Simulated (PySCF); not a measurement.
CBr3, multiplicity 2. Atoms are numbered in the order given.

```xyz
4

Br    -1.6099    -0.9295    -0.0165
C      0.0000     0.0000     0.2885
Br     1.6099    -0.9295    -0.0165
Br     0.0000     1.8589    -0.0165
```
Charge 0, spin multiplicity 2.

Geometry: PBE-D3(BJ)/def2-SVP. The isomer is the one that the SMILES or the coordinates give; other isomers of the formula were not compared.

Calculation: PBE/def2-TZVP (PySCF).

ESP charges are fitted to the potential on shells at 1.4 to 2.0 van der Waals radii. Atomic charges (e):

```tsv
atom	ESP fit	Löwdin	Mulliken spin
Br1	(withheld)	0.35	0.10
C2	(withheld)	-1.04	0.70
Br3	(withheld)	0.35	0.10
Br4	(withheld)	0.35	0.10
```

Complete the blanks. (An estimate is asked for; the answer gives what the named calculation found.)


- Br1, ESP fit: 0.06
- C2, ESP fit: -0.17
- Br3, ESP fit: 0.06
- Br4, ESP fit: 0.06

Give the Mayer and Wiberg (Löwdin basis) orders of the bonds. (The exact figures need the calculation; the answer reports its results.)


```json
[
 {"bond": "Br1–C2", "Mayer": "1.18", "Wiberg": "1.83"},
 {"bond": "C2–Br3", "Mayer": "1.18", "Wiberg": "1.83"},
 {"bond": "C2–Br4", "Mayer": "1.18", "Wiberg": "1.83"}
]
```
